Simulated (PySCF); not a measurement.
## GeBr₂⁺, doublet: molecular constants

Computed with UPBE0/[Ge def2-TZVP, Br def2-TZVP], no relativity, density fitting, PySCF.

The structure is a minimum.

```xyz
3
charge 1 multiplicity 2, angstrom
Ge    0.3888   -0.6310    0.0000
Br   -0.1821    0.2955    1.9496
Br   -0.1821    0.2955   -1.9496
```

```
Point group                                                                   : C2v
Bond lengths                                                                  : Ge–Br 2.233 Å (×2)
Bond angles                                                                   : Br–Ge–Br 121.7°
Spin squared ⟨S²⟩                                                             : 0.757
Entropy at 298.15 K and 1 bar (electronic part: spin only)                    : 322.0 J/(mol K)
Enthalpy at 298.15 K above 0 K                                                : 13.96 kJ/mol
Zero-point energy                                                             : 4.4 kJ/mol
Highest occupied level (α)                                                    : -13.81 eV
Rotational symmetry number                                                    : 2
Principal polarisabilities                                                    : 41.2, 52.4, 101.2 bohr³
Lowest empty level (β)                                                        : -11.04 eV
Principal quadrupole moments (Buckingham, traceless) about the centre of mass : -7.17, -3.06, 10.23 D Å
Dipole moment about the centre of mass                                        : 1.47 D
Rotational constants                                                          : 0.2827, 0.0281, 0.02556 cm⁻¹
Heat capacity Cp at 298.15 K                                                  : 55.0 J/(mol K)
```

Harmonic modes (masses in u: Ge 73.921, Br 78.918):
```json
{"symmetry": "a1", "ω (cm⁻¹)": "91", "IR (km/mol)": "1.2"}
{"symmetry": "a1", "ω (cm⁻¹)": "286", "IR (km/mol)": "6.1"}
{"symmetry": "b2", "ω (cm⁻¹)": "361", "IR (km/mol)": "45.2"}
```

In C2v the vibrations span 2a1 + b2. Here b1 is antisymmetric to the molecular plane and b2 lies in it.

Charges (e):
| atom | Mulliken | Löwdin | polar tensor | spin (Mulliken) | Mayer order to Ge1 |
| --- | --- | --- | --- | --- | --- |
| Ge1 | 0.84 | 0.22 | 1.10 | 0.48 | – |
| Br2,3 | 0.08 | 0.39 | -0.05 | 0.26 | 1.38 |

Mulliken populations on Ge1: s 7.55, p 13.36, d 10.22, f 0.04.

Outer orbital energies (eV). α occupied: -28.06, -20.88, -17.29, -15.70, -15.51, -14.80, -14.68, -13.81; empty: -9.02, -6.83, -5.25, -1.49. β occupied: -28.27, -27.70, -20.25, -16.64, -15.40, -15.32, -14.71, -14.50; empty: -11.04, -8.57, -6.44, -4.65.

This need not be the most stable arrangement of these atoms.

The final relaxation and frequency run took 77 s on 4 threads of a shared Arm Neoverse V1 host, with 144 basis functions and 9 gradients; the process peaked at 1.2 GiB. Launch command: `OMP_NUM_THREADS=4 python axn.py task.json out`.
